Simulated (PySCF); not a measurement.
## Dy⁵²⁺: ionisation energy

Dy⁵²⁺ [Ne] 3s2 3p2 (3P) → Dy⁵³⁺ [Ne] 3s2 3p1 (2P), as a difference of total energies. All numbers are calculated (PySCF 2.14, the spin-free X2C one-electron Hamiltonian (Gaussian nucleus), in an uncontracted even-tempered set (17 s from 12 bohr⁻², ratio 2.5; 12 p from 16 bohr⁻², ratio 2.5; 4 d from 62 bohr⁻², ratio 2.7; 4 f from 93 bohr⁻², ratio 2.7)). Correlated levels: outer shells: 1s2 frozen; virtual orbitals above 40 to 60 times the deepest correlated orbital energy dropped. The calculations carry no spin-orbit coupling.

| method | ionisation energy (eV) |
| --- | --- |
| UHF | 4816.4 |
| LDA | 4817.5 |
| PBE | 4818.5 |
| PBE0 | 4818.3 |
| r2SCAN | 4818.9 |
| BLYP | 4819.3 |
| TPSS | 4818.6 |
| MP2 (outer shells) | 4817.0 |
| SCS-MP2 (outer shells) | 4816.8 |

Spin-orbit coupling is strong in these open shells (close to jj coupling). The scalar numbers leave it out and a first-order estimate fails, so it can dominate the gap to the real levels.

Breit and QED terms and the two-electron picture change are absent.

For comparison: 4945 ± 4 eV (theoretical estimate listed by NIST; NIST Atomic Spectra Database, ionization energies).
